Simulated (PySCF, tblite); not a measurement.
Isomers of C6H8FO (doublet state). Method: GFN2-xTB as coded in tblite; computed harmonic values from a numerical Hessian at the method's own geometry, unscaled. Errors from tens to a few hundred cm⁻¹ against measured bands are possible. One conformer each. Open shells enter through the occupations alone, without spin polarisation, and single modes of such species can be off by tens of per cent.

Electronic energies: B3LYP/pcH-1 single points on the GFN2-xTB geometries (PySCF, gas phase).

| SMILES | electronic energy, lowest = 0 (kJ/mol) |
| --- | --- |
| [H]/[C]=C\C(=C)COCF | 252.6 |
| O=C1[CH]CC[C@@H](F)C1 | 0.0 |
| [CH2]/C(C=O)=C(/C)CF | 85.3 |

Problem. How do GFN2-xTB zero-point energies change the relative energies?

Solution. 
```
               SMILES  ZPE (kJ/mol)  of it from modes above 1550 cm⁻¹  electronic (kJ/mol)  with ZPE, lowest = 0 (kJ/mol)  lowest mode (cm⁻¹)  rings
O=C1[CH]CC[C@@H](F)C1         330.6                             151.4                  0.0                            0.0                  94      1
 [CH2]/C(C=O)=C(/C)CF         318.1                             153.4                 85.3                           72.8                  31      0
  [H]/[C]=C\C(=C)COCF         316.8                             163.5                252.6                          238.8                  43      0
```

The zero-point energies span 13.8 kJ/mol, from `[H]/[C]=C\C(=C)COCF` to `O=C1[CH]CC[C@@H](F)C1`. The order is unchanged.

Problem. And how do the electronic energies of GFN2-xTB itself compare?

Solution. `O=C1[CH]CC[C@@H](F)C1` 0.0; `[CH2]/C(C=O)=C(/C)CF` 132.0; `[H]/[C]=C\C(=C)COCF` 286.0 kJ/mol, lowest = 0. Against the energies above, taken from the same isomer `O=C1[CH]CC[C@@H](F)C1`, the largest difference is 46.7 kJ/mol.
